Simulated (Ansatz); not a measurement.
```xyz
6

C     0.0000   -0.0295   -1.2404
S     0.0000   -0.0644    0.7165
H     0.0000   -1.1629   -1.5920
H    -0.9719    0.4953   -1.6749
H     0.9719    0.4953   -1.6749
H     0.0000    1.3794    0.9200
```

Basis set: 6-31G* (spherical functions). Correlated methods keep 6 orbitals frozen. Charge 0, multiplicity 1.

Computed with Ansatz (development build ahead of 0.2.0); each method stands on the lowest determinant of its kind that the runs found. Restricted open shells among the atoms or ions are ROHF, correlated in semicanonical orbitals with singles.

Q: Give the atomization energy at this shape (free ground-state atoms in the same class of orbitals less the molecule, no zero-point energy) of singlet CH₄S by RHF-MP2, RHF.

A:

```tsv
method	atomization energy
RHF-MP2	1693.3 kJ/mol
RHF	1373.1 kJ/mol
```

Caution: no unrestricted run beside it, a lower state can exist; the shape is not the minimum.
